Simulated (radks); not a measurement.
Problem. As XIX, configuration [Ne] 3s2 3p3. Calculated with a radial shooting solver on a logarithmic mesh with Libxc functionals: non-relativistic Kohn-Sham, TPSS, spin-polarised, spherical densities, point nucleus; open shells are filled with parallel spins first; meta-GGA in the generalised Kohn-Sham scheme. Some entries of the table are withheld. Estimate them.

orbital  occ.  eigenvalue (eV)  <1/r> (bohr^-1)
1s up       1        -12262.83            32.51
1s down     1        -12259.39            32.52
2s up       1        -2138.652            7.240
2s down     1        -2136.488            7.241
2p up       3        -1988.945            7.195
2p down     3        -1985.286            7.192
3s up       1        -753.9357              (1)
3s down     1        -739.3094              (2)
3p up       3              (3)            2.717
3p down     0              (4)            2.706
3d up       0        -623.4620            2.578
3d down     0        -611.6423            2.587
4s up       0        -372.4429            1.418
4s down     0        -368.0994            1.413

Solution. 
(1) 3s up <1/r> (bohr^-1): 2.781
(2) 3s down <1/r> (bohr^-1): 2.764
(3) 3p up eigenvalue (eV): -702.9436
(4) 3p down eigenvalue (eV): -688.6331
